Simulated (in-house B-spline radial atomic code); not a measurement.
# RPA and G0W0 on wB97X: As4+

Configuration [Ar] 3d10 4s1, highest spin, mean-field start wB97X. Computed with a B-spline radial code for spherical atoms: all electrons, non-relativistic, point nucleus, each spin shell either full or empty, empty states to l = 9 with an (l + 1/2)⁻⁴ tail; G0W0 by contour deformation at full frequency.

Command:
```bash
python run_gw.py task.json out
```
Settings (radii: box in bohr, nucleus in fm):
```
Z                        33
electrons                29
configuration            [Ar] 3d10 4s1
hamiltonian              nr
method                   wb97x
lmax                     9
spin_polarised           True
box_radius               11.96
intervals                51
ion_configuration        [Ar] 3d10
```

Cost of the run: 3.6 s on 1 thread of Intel(R) Xeon(R) Platinum 8488C (Sapphire Rapids), on a shared host.

Energies (hartree):

| term | value |
| --- | --- |
| mean-field total | -2232.02541 |
| Hartree-Fock functional on these orbitals | -2230.47410 |
| direct second order | -2.4317 |
| second-order exchange | 0.70919 |
| SOSEX correction | 0.65527 |

(1) What is the RPA correlation energy, and what remains with SOSEX?

Quasi-particle levels (eV):

```tsv
level	occupied	mean field	Σx - vxc	Σc	QP weight	G0W0
4s up	yes	-60.42	-0.67	?	?	?
3d down	yes	-97.60	-10.23	2.57	0.949	-105.26
3d up	yes	-97.77	-10.29	2.60	0.939	-105.46
4s down	no	-49.04	2.62	-2.23	0.971	-48.66
```

G0W0 = mean field + (Σx - vxc) + Σc, with Σc (partial-wave tail included) taken at the quasi-particle energy. Only the outer levels were computed. Levels of low weight are left out.

(2) Where does G0W0 put 4s up?

(3) What does it cost to remove one electron (to [Ar] 3d10) by differences of total energies, each species on its own start (correlation terms add to the Hartree-Fock functional)?

Results:

(1) RPA gives -2.1215 hartree (-1.99 eV per electron); RPA + SOSEX gives -1.4662, and the second-order doubles -1.7225 hartree (no singles). RPA lacks exchange-type terms and so overcorrelates at short range.

(2) At -62.67 eV, with Σc = -1.58 eV and a quasi-particle weight of 0.979. The tabulated removal energy is 62.77 ± 0.06 eV (NIST, measured); the calculation leaves out relativity, Breit and QED terms, and what these don't explain is the method's own error.

(3) wB97X 61.66 eV, Hartree-Fock functional 60.71 eV, + RPA 62.31 eV, + RPA + SOSEX 61.72 eV, + second order 62.16 eV. Tabulated: 62.77 ± 0.06 eV (NIST, measured); the calculation leaves out relativity, Breit and QED terms, and what these don't explain is the method's own error.
